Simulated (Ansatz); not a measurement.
Stepwise reaction of `[NH2][Ti]([NH2])([NH2])[F]` with hydrogen fluoride, as a gas-phase model of exchange steps in deposition or etching. ΔE in kJ/mol; ΔG adds harmonic PBE0-D4 terms to CCSD(T)/CBS, at 1 bar.

Computed with Ansatz on PBE0-D4/def2-TZVP structures; ΔE is electronic, products minus reactants. CBS: MP2 limit from def2 TZ/QZ plus the TZ coupled-cluster correction, frozen cores. This one scheme is used for every species. Functionals use def2-TZVPP. B3LYP here is the variant with VWN-RPA as its local correlation; programs differ in this. For Ti outer-core shells are correlated without core-valence functions, which leaves a few kJ/mol of doubt a bond. Scalar relativity is left out up to krypton. One conformer a species, not always the lowest.

| step | reaction | PBE-D4 | B3LYP-D4 | ωB97M-V | CCSD(T)/CBS | ΔG(500 K) |
| --- | --- | --- | --- | --- | --- | --- |
| 1 | `[NH2][Ti]([NH2])([NH2])[F]` + H–F → `[NH2][Ti]([NH2])([F])[F]` + NH₃ | -110.4 | -109.5 | -110.7 | -96.1 | -99.8 |
| 2 | `[NH2][Ti]([NH2])([F])[F]` + H–F → `[NH2][Ti]([F])([F])[F]` + NH₃ | -105.1 | -103.5 | -105.3 | -90.8 | -93.4 |
| 3 | `[NH2][Ti]([F])([F])[F]` + H–F → `[F][Ti]([F])([F])[F]` + NH₃ | -100.4 | -96.8 | -98.8 | -85.5 | -62.2 |

(1) By hand: ΔE of the 3 steps together at CCSD(T)/CBS.

## Answers

(1) (-96.1) + (-90.8) + (-85.5) = -272.4 kJ/mol, or -90.8 kJ/mol a step.

In ΔE each step is higher than the one before. All are downhill at CCSD(T)/CBS. ΔG lies between -99.8 and -62.2 kJ/mol a step. PBE-D4 differs from CCSD(T)/CBS by -14.9 to -14.3 kJ/mol a step. Isolated molecules leave out the surface, adducts and barriers. Largest T1 diagnostic: 0.024.
